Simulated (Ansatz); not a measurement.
Cost and result up the ladder for Ge3Te3 (6 atoms). Charge 0, multiplicity 1. Geometry: r2SCAN-D4/def2-SVP.

Cartesian coordinates in Å:
```
Ge -1.098 1.825 0.008
Ge 1.668 -1.351 -0.896
Ge 1.392 0.776 0.564
Te 0.320 0.639 -1.998
Te 0.068 -1.554 1.373
Te -2.350 -0.335 0.950
```

Ansatz on 4 threads of Intel Xeon on a shared host. Times are rough, and most runs start from the orbitals of an earlier one. No level here is sound enough to serve as a yardstick. Binding counts from free atoms at the same level (Ge triplet, Te triplet; other spins of the atoms weren't run), without zero-point energy or a counterpoise term.

In the def2 sets Te takes a core potential; there is no spin–orbit coupling. LC-ωPBE has ω = 0.4 bohr⁻¹. HSE06 is defined as in plane-wave codes, on full-range PBE exchange. Correlated methods freeze 39 core orbitals; core or outer-core shells of Ge, Te are correlated, in sets that lack core-valence functions. Another isomer (singlet) lies 0.22 eV lower at PBE0-D4/def2-TZVP; other spin states weren't run for this one.

Correlated methods converge slowly with the basis.

| level | functions | wall time | binding energy per atom (eV) | remarks |
| --- | --- | --- | --- | --- |
| PBE-D4/def2-TZVP (with forces) | 294 | 5.5 s | 2.89 | restricted SCF unstable in HF |
| LC-ωPBE/def2-TZVP | 294 | 8 s | 2.33 | restricted SCF unstable in HF |
| r2SCAN-D4/def2-TZVP | 294 | 8.5 s | 2.70 | restricted SCF unstable in HF |
| HSE06-D4/def2-TZVP | 294 | 12 s | 2.72 | restricted SCF unstable in HF |
| PBE0-D4/def2-TZVP | 294 | 15 s | 2.72 | restricted SCF unstable in HF |
| MP2/def2-TZVP | 294 | 20 s | 2.73 | restricted SCF unstable |
